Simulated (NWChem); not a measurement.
System: C$_{3}$H$_{9}$NSi; SMILES C=C[SiH2]NC

```xyz
14

C      0.9966     2.1595     0.1709
C     -0.2791     1.8117    -0.0428
Si    -0.8799     0.0378    -0.0780
N      0.4858    -1.0126    -0.2836
C      0.5141    -2.4173     0.1106
H      1.7657     1.4116     0.3550
H      1.3280     3.1975     0.1743
H     -1.0043     2.6087    -0.2227
H     -1.9401    -0.0431    -1.1352
H     -1.5292    -0.3818     1.1965
H      1.1047    -0.8111    -1.0615
H     -0.0709    -2.5477     1.0270
H      1.5409    -2.7375     0.3294
H      0.1014    -3.1019    -0.6475
```
Atoms are numbered in this order, from 1.

Computed with NWChem. Pople sets run with spherical d functions. Coordinates come from a B3LYP/6-31G* (spherical d) optimisation. GIAO values for the isolated, static molecule; σ is the absolute isotropic shielding.

```tsv
level	basis functions	σ N4 (ppm)	σ C5 (ppm)	σ H6 (ppm)	σ H8 (ppm)	σ H9 (ppm)	σ H10 (ppm)	σ H12 (rotor mean) (ppm)
PBE0/6-31G*	92	258.9	162.6	25.77	25.95	26.81	26.93	29.48
PBE0/6-311G**	152	(withheld)	(withheld)	25.25	25.39	26.53	26.67	29.03
PBE0/def2-SVP	119	259.7	163.3	25.20	25.33	26.40	26.59	28.98
PBE0/IGLO-II	177	252.4	154.2	25.40	25.46	26.34	26.55	29.14
```

Task: Complete the blanks.

Result: 
- PBE0/6-311G**, σ N4 (ppm): 256.7
- PBE0/6-311G**, σ C5 (ppm): 155.6
